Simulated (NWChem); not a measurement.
Species: SiHI₂ cation

```xyz
4

I      2.0519     0.0000    -0.1496
Si     0.0000     0.0000     0.9581
I     -2.0519     0.0000    -0.1496
H      0.0000     0.0000     2.4395
```
Atoms are numbered in this order, from 1.

Computed with NWChem. Pople sets run with spherical d functions. Coordinates come from a PBE0/def2-SVP (def2 core potentials past Kr) optimisation. Total energies compare along this basis series because the functional is fixed.

```csv
level,basis functions,energy (Ha),highest occupied level (eV),orbital gap (eV)
"PBE0/STO-3G, non-relativistic",64,-13991.5639,[?],[?]
"PBE0/3-21G, non-relativistic",77,-14067.3431,-13.31,4.35
"PBE0/6-311G**, non-relativistic",156,-14127.9411,-13.24,4.58
```

Complete the blanks.


- PBE0/STO-3G, non-relativistic, highest occupied level (eV): -11.62
- PBE0/STO-3G, non-relativistic, orbital gap (eV): 4.78
